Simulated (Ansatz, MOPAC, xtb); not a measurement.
Diatomic BS, multiplicity 2 (the spin of the measured ground state).

The constants come from a fifth-degree fit in 1/R (seven points, main isotopes). In def2 and cc sets the state is the lowest found near the PBE0 minimum, followed along R.

Run with Ansatz (Gaussian orbitals); MOPAC for PM6 (differences of heats of formation); xtb for the GFN methods.  The GFN methods have no spin term and hold the electronic entropy of 300 K.

```tsv
level	r_e (Å)	ω_e (cm⁻¹)	B_e (cm⁻¹)	α_e (cm⁻¹)	D_e (eV)	dipole (D)
PM6	1.591	1080	0.813	0.0046	-	-
GFN1-xTB	1.608	1326	0.797	0.0068	-	-
GFN2-xTB	1.595	1323	0.809	0.0078	-	-
SVWN5/def2-TZVPP	1.610	1182	0.794	0.0057	7.06	0.61
PBE/def2-TZVPP	1.621	1161	0.784	0.0057	6.27	0.67
r2SCAN/def2-TZVPP	1.612	1195	0.792	0.0055	6.21	0.86
B97M-V/def2-TZVPP	1.610	1197	0.794	0.0056	6.10	0.84
B3LYP/def2-TZVPP	1.610	1185	0.794	0.0057	5.77	0.83
PBE0/def2-TZVPP	1.608	1207	0.797	0.0055	5.99	0.86
BHLYP/def2-TZVPP	1.598	1230	0.806	0.0056	5.42	1.04
CAM-B3LYP/def2-TZVPP	1.600	1221	0.804	0.0056	5.71	0.91
wB97X-V/def2-TZVPP	1.605	1220	0.799	0.0054	5.75	0.95
wB97M-V/def2-TZVPP	1.604	1213	0.800	0.0056	5.85	0.88
B2PLYP/def2-TZVPP	1.613	1182	0.791	0.0057	5.82	-
CCSD/aug-cc-pV(T+d)Z	1.612	1201	0.792	0.0055	-	-
CCSD/def2-TZVPP	1.612	1208	0.793	0.0054	5.30	-
CCSD/aug-cc-pV(Q+d)Z	1.607	1210	0.797	0.0055	-	-
CCSD/def2-QZVPP	1.607	1210	0.797	0.0055	5.41	-
CCSD(T)/aug-cc-pV(T+d)Z	1.621	1173	0.784	0.0057	-	-
CCSD(T)/def2-TZVPP	1.620	1181	0.785	0.0056	5.57	-
CCSD(T)/aug-cc-pV(Q+d)Z	1.616	1181	0.789	0.0057	-	-
CCSD(T)/def2-QZVPP	1.615	1182	0.789	0.0056	5.69	-
CCSD(T)/CBS(aug-cc-pV(T+d)Z, aug-cc-pV(Q+d)Z)	1.613	1186	0.791	0.0056	-	-
CCSD(T)/CBS(def2-TZVPP, def2-QZVPP)	1.613	1185	0.791	0.0057	-	-
```

D_e counts from each atom's lowest state at the same level, without counterpoise or zero-point energy.

Frozen-core correlation. CBS(a, b) extrapolates the correlation energy as X⁻³ and adds the Hartree–Fock energy of set b. The state reached by PM6 isn't checked.

Doubts at one or more of the structures used: a spin-contaminated determinant (CCSD/aug-cc-pV(T+d)Z, CCSD/def2-TZVPP, CCSD/aug-cc-pV(Q+d)Z, CCSD/def2-QZVPP, CCSD(T)/aug-cc-pV(T+d)Z, CCSD(T)/def2-TZVPP, CCSD(T)/aug-cc-pV(Q+d)Z, CCSD(T)/def2-QZVPP, CCSD(T)/CBS(aug-cc-pV(T+d)Z, aug-cc-pV(Q+d)Z), CCSD(T)/CBS(def2-TZVPP, def2-QZVPP)).

Measured for the ground state: r_e 1.6092 Å [Huber and Herzberg (1979), NIST Chemistry WebBook]. ω_e 1179.9 cm-1, ω_e x_e 6.25 cm-1, B_e 0.79478 cm-1, α_e 0.00578 cm-1 [Irikura, J. Phys. Chem. Ref. Data 36, 389 (2007)]. D_0 5.942 ± 0.095 eV (a handbook's tabulated 298 K bond energy less 3RT/2; such tables hold older values) [Luo, bond dissociation energies, CRC Handbook].

Ansatz is a program for electronic structure.
